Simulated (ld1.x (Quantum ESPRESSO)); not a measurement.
**Ranking TM potentials for In (Z = 49)**

All share these settings but for the change named:

In (Z = 49), norm-conserving Troullier–Martins (Kleinman–Bylander form), made with ld1.x (Quantum ESPRESSO) 7.5 (PBE, scalar-relativistic). Core [Kr] 4d10, reference 5s2 5p1. Waves: 5s (bound): rc 2.25 bohr; 5p (bound): rc 2.90 bohr. Local part: all-electron potential smoothed inside 1.85 bohr (lloc = -2). Core correction: a·sin(br)/r model core inside 1.85 bohr.

Test errors are all-electron minus pseudo excitation energies from the reference, over 5s2 5p0; 5s1 5p0; 5s2 5p0.5; 5s1 5p1; 5s2 5p1.3; 5s1 5p2; 5s0 5p3. None of these files shows a bound ghost.

The base gives 204.0 meV.

Of 6 variants that were run, those that failed, showed a ghost or another fault, or gave nearly equal values are left out.

A variant can come out equal or close to the base, since the largest error may sit in a test that the change hardly touches while other tests move.

Q: Rank these variants by their largest absolute test error, smallest first.
A. all radii but the core radius scaled by about 1.15 (s 2.58, p 3.32 bohr); local potential all-electron potential smoothed inside 2.12 bohr (lloc = -2)
B. all radii but the core radius scaled by about 0.87 (s 1.96, p 2.52 bohr); local potential all-electron potential smoothed inside 1.62 bohr (lloc = -2)
C. all radii but the core radius scaled by about 1.34 (s 3.02, p 3.90 bohr); local potential all-electron potential smoothed inside 2.48 bohr (lloc = -2)

A: B (187.5 meV), A (220.6 meV), C (255.7 meV).
